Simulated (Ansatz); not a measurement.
p-cresol (C7H8O), singlet, geometry from GFN2-xTB; B3LYP/cc-pVDZ in Ansatz (an electronic-structure program).

Here is a job for Ansatz.
Ansatz 0.2 input:
```yaml
crystal:
  periodic: [false, false, false]
  atoms:
    - {symbol: C, position_ang: [-2.83485466, 0.11645217, 0.39917449]}
    - {symbol: C, position_ang: [-1.35119902, 0.04253937, 0.19543320]}
    - {symbol: C, position_ang: [-0.48079655, 0.69822704, 1.05464705]}
    - {symbol: C, position_ang: [0.88746555, 0.65034956, 0.85778854]}
    - {symbol: C, position_ang: [1.41233797, -0.06087735, -0.21302987]}
    - {symbol: O, position_ang: [2.75310773, -0.13806513, -0.44684273]}
    - {symbol: C, position_ang: [0.54999479, -0.72197732, -1.08106165]}
    - {symbol: C, position_ang: [-0.81332749, -0.66596930, -0.87292005]}
    - {symbol: H, position_ang: [-3.32025483, -0.78818912, 0.04028342]}
    - {symbol: H, position_ang: [-3.07584159, 0.25269851, 1.45093519]}
    - {symbol: H, position_ang: [-3.24713136, 0.96147983, -0.15374877]}
    - {symbol: H, position_ang: [-0.87489984, 1.25504510, 1.89283045]}
    - {symbol: H, position_ang: [1.55226643, 1.16616706, 1.53910024]}
    - {symbol: H, position_ang: [3.22889816, 0.36194627, 0.22698678]}
    - {symbol: H, position_ang: [0.96800090, -1.27300046, -1.90846528]}
    - {symbol: H, position_ang: [-1.47362327, -1.18409113, -1.55337055]}
basis:
  gaussian:
    orbitals: cc-pVDZ
hamiltonian:
  xc: b3lyp
```

Question: Write the output that Ansatz gives for this input, abridged.

Answer: 
```
Functional definition: B3LYP
1859 factors; their error is unknown
mean field evaluation 1: about -9426.4962 eV, gradient 6.5e1 eV
mean field evaluation 2: about -9424.1297 eV, gradient 7.3e1 eV
mean field evaluation 4: about -9437.0013 eV, gradient 5.2e0 eV
mean field evaluation 8: about -9437.0670 eV, gradient 9.1e-2 eV
mean field evaluation 16: about -9437.0281 eV, gradient 1.6e-4 eV
mean field -9437.02812517 eV, -346.8043869527 hartree, gradient 1.9e-5 eV, S^2 0.000000; 0 other end points of the search recorded, 0 dependent functions left out
reference -9437.02837733 eV, -346.8043962194 hartree; 29, 29 occupied and 123, 123 virtual orbitals, 1859 factors
Total energy: -9437.02837733 eV, -346.8043962194 hartree
```
